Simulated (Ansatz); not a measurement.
Consider the formal hydrolysis of the Al–C bond: `C#[C][Al]([OH])[CH2]F` + H₂O → `C#[C][Al]([OH])[OH]` + fluoromethane.

Isolated molecules relaxed with PBE0-D4/def2-TZVP in Ansatz; ΔE leaves out vibrations. CCSD(T)/CBS is the MP2 limit (def2-TZVPP, def2-QZVPP) plus CCSD(T) − MP2 in def2-TZVPP, frozen cores. This one scheme is used for every species. Functionals use def2-TZVPP. B3LYP here is the variant with VWN-RPA as its local correlation; programs differ in this. HSE06 is defined as in plane-wave codes. Each species was taken in one conformer, which may not be the lowest.

| level | ΔE (kJ/mol) | difference from CCSD(T)/CBS |
| --- | --- | --- |
| LDA (SPW92) | -149.2 | 9.9 |
| PBE-D4 | -146.9 | 12.2 |
| revPBE-D4 | -146.2 | 12.9 |
| BLYP-D4 | -155.2 | 3.9 |
| r2SCAN-D4 | -161.3 | -2.2 |
| B97M-V | -161.3 | -2.2 |
| PBE0-D4 | -152.3 | 6.8 |
| B3LYP-D4 | -159.4 | -0.3 |
| r2SCANh-D4 | -161.9 | -2.8 |
| HSE06-D4 | -152.1 | 7.0 |
| BHLYP-D4 | -166.5 | -7.4 |
| CAM-B3LYP-D4 | -163.1 | -4.0 |
| ωB97X-V | -158.6 | 0.5 |
| ωB97M-V | -157.0 | 2.1 |
| PBE-QIDH | -161.8 | -2.7 |
| PBE | -148.7 | 10.4 |
| revPBE | -148.3 | 10.8 |
| BLYP | -158.2 | 0.9 |
| r2SCAN | -161.9 | -2.8 |
| PBE0 | -154.0 | 5.1 |
| B3LYP | -162.1 | -3.0 |
| r2SCANh | -162.6 | -3.5 |
| r2SCAN0 | -163.7 | -4.6 |
| HSE06 | -153.7 | 5.4 |
| BHLYP | -169.1 | -10.0 |
| CAM-B3LYP | -164.9 | -5.8 |
| LC-ωPBE | -158.2 | 0.9 |
| RPA@PBE/def2-TZVPP | -159.6 | -0.5 |
| HF/def2-SVP | -175.7 | -16.6 |
| MP2/def2-SVP | -172.3 | -13.2 |
| CCSD/def2-SVP | -168.9 | -9.8 |
| MP2/def2-TZVPP | -166.9 | -7.8 |
| SCS-MP2/def2-TZVPP | -168.6 | -9.5 |
| CCSD(T)/def2-TZVPP | -162.6 | -3.5 |
| HF/def2-QZVPP | -177.8 | -18.7 |
| MP2/def2-QZVPP | -165.0 | -5.9 |
| SCS-MP2/def2-QZVPP | -166.8 | -7.7 |
| HF/CBS(def2) | -177.9 | -18.8 |
| MP2/CBS(def2) | -163.4 | -4.3 |
| CCSD/CBS(def2) | -161.2 | -2.1 |
| CCSD(T)/CBS | -159.1 | 0 |

Largest T1 diagnostic among the species: 0.013.

Leaving LDA and LC-ωPBE aside and taking each functional with its dispersion term where it has one, the values spread over 20.3 kJ/mol, from BHLYP-D4 to revPBE-D4. At CCSD(T), def2-SVP lies −8.2 kJ/mol from the extrapolated value and def2-TZVPP −3.5 kJ/mol. From PBE to PBE0 (25 % exact exchange), in def2-TZVPP and without D4, ΔE moves by −5.3 kJ/mol.

CCSD(T)/CBS has its own doubt, a few kJ/mol and more with outer-core shells, so smaller differences from it don't rank the levels.
